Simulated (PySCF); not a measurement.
# PySCF run on InBr

The script input.py:

```python
from pyscf import gto, scf, mp

mol = gto.M(
    atom='In 0 0 0; Br 0 0 2.819',
    basis='lanl2dz',
    ecp={'In': 'lanl2dz', 'Br': 'lanl2dz'},
    charge=0,
    spin=0,
    verbose=4,
)
mf = scf.RHF(mol)
mf.kernel()
mp.MP2(mf).kernel()
mf.dip_moment()
print('orbital energies (hartree):', mf.mo_energy[..., max(0, mol.nelec[1]-3):mol.nelec[0]+3].round(4))
```

```bash
$ OMP_NUM_THREADS=1 python input.py
```

It prints (some set-up lines and the per-cycle HOMO/LUMO lines with their warnings removed):

```
PySCF version 2.14.0

[INPUT] Symbol           X                Y                Z      unit          X                Y                Z       unit  Magmom
[INPUT]  1 In     0.000000000000   0.000000000000   0.000000000000 AA    0.000000000000   0.000000000000   0.000000000000 Bohr   0.0
[INPUT]  2 Br     0.000000000000   0.000000000000   2.819000000000 AA    0.000000000000   0.000000000000   5.327137945149 Bohr   0.0

nuclear repulsion = 3.94207925836112
number of shells = 8
number of NR pGTOs = 24
number of NR cGTOs = 16
basis = lanl2dz
ecp = {'In': 'lanl2dz', 'Br': 'lanl2dz'}

******** <class 'pyscf.scf.hf.RHF'> ********
method = RHF
initial guess = minao
damping factor = 0
level_shift factor = 0
DIIS = <class 'pyscf.scf.diis.CDIIS'>
SCF conv_tol = 1e-09
SCF max_cycles = 50
Initial guess from minao.
init E= 4.91984455339411
cycle= 1 E= -14.7799956540169  delta_E= -19.7  |g|= 0.597  |ddm|= 4.36
cycle= 2 E= -14.8024238665309  delta_E= -0.0224  |g|= 0.0363  |ddm|= 0.332
cycle= 3 E= -14.8032634693572  delta_E= -0.00084  |g|= 0.0107  |ddm|= 0.082
cycle= 4 E= -14.8033561052118  delta_E= -9.26e-05  |g|= 0.00379  |ddm|= 0.019
cycle= 5 E= -14.8033821700765  delta_E= -2.61e-05  |g|= 0.000905  |ddm|= 0.0138
cycle= 6 E= -14.8033839359131  delta_E= -1.77e-06  |g|= 6.29e-05  |ddm|= 0.00409
cycle= 7 E= -14.803383942066  delta_E= -6.15e-09  |g|= 6.93e-06  |ddm|= 0.000279
cycle= 8 E= -14.8033839421  delta_E= -3.4e-11  |g|= 5.93e-07  |ddm|= 2.26e-05
Extra cycle  E= -14.8033839421003  delta_E= -3.59e-13  |g|= 2.03e-07  |ddm|= 1.83e-06
converged SCF energy = -14.8033839421003

******** <class 'pyscf.mp.mp2.RMP2'> ********
nocc = 5, nmo = 16
E(RMP2) = -14.8477282286252  E_corr = -0.0443442865248854
E(SCS-RMP2) = -14.8508578793808  E_corr = -0.0474739372804302
E_corr(same-spin) = -0.00662216140319115
E_corr(oppo-spin) = -0.0377221251216943
Dipole moment(X, Y, Z, Debye):  0.00000,  0.00000, -6.27098
orbital energies (hartree): [-0.3586 -0.3586 -0.3326 -0.0011 -0.0011  0.0639]
```

In short: E(SCF) = -14.803384 Eh, 8 cycles, E(MP2) − E(SCF) = -0.04434 Eh, μz(SCF) = -6.27 D.

It ran on Arm Neoverse V1 (1 thread, shared host) in 0.75 s.

Stability towards an unrestricted solution was not tested. The bond length is a typed value, not an optimised one. No search for the lowest solution was made.
